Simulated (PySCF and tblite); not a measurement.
Values are calculated unless marked as measured or tabulated.
C7H7FN2, numbered as in [CH3:1][n:2]1[cH:3][c:4]([C:5]#[N:6])[cH:7][c:8]1[CH2:9][F:10].

Search: ETKDG and KDG, MMFF94s, GFN2-xTB, 90 starts; geometries at GFN2-xTB. Weights use B3LYP-D3(BJ)/def2-SVP (IEF-PCM, water) energies plus GFN2-xTB zero-point and thermal terms (modes under about 100 cm⁻¹ blended into free rotors). Symmetry numbers and mirror images are counted. Conformers within 2.5 kcal/mol (GFN2-xTB free energy) were kept, 4 at most. GIAO shieldings: WP04/pcSseg-1 (IEF-PCM, water). Shifts are against TMS (¹H), TMS (¹³C) at the same level. Codes: tblite and PySCF.

(1) What shifts does this protocol give at 298.15 K under fast conformational exchange?

(2) How do the conformers differ?

The minima are those of GFN2-xTB; planar forms about aryl–S or allylic bonds may be saddles in DFT. Shifts are unscaled: against experiment ¹³C can be off by 15 ppm or more and ¹H by 0.8 ppm.

Results:

(1) ¹H: 7.33 (H3, 1H), 6.75 (H7, 1H), 5.79 (H9, 2H), 3.94 (H1, 3H) ppm. ¹³C: 142.2 (C3), 136.9 (C8), 124.4 (C7), 123.3 (C5), 94.6 (C4), 83.4 (C9), 38.5 (C1) ppm.

(2) Torsions listed: N2–C8–C9–F10. Of a mirror pair one member is shown.
```json
{"conformer": "1", "shape": "-64°", "weight %": "98.5"}
{"conformer": "2", "shape": "180°", "weight %": "1.5"}
```

| signal | 1 | 2 | average |
| --- | --- | --- | --- |
| H1 | 3.94 | 3.67 | 3.94 |
| H3 | 7.33 | 7.25 | 7.33 |
| H7 | 6.75 | 6.55 | 6.75 |
| H9 | 5.79 | 5.98 | 5.79 |
| C1 | 38.5 | 38.0 | 38.5 |
| C3 | 142.2 | 140.8 | 142.2 |
| C4 | 94.6 | 94.5 | 94.6 |
| C5 | 123.2 | 123.5 | 123.3 |
| C7 | 124.5 | 117.0 | 124.4 |
| C8 | 136.9 | 138.7 | 136.9 |
| C9 | 83.3 | 87.0 | 83.4 |
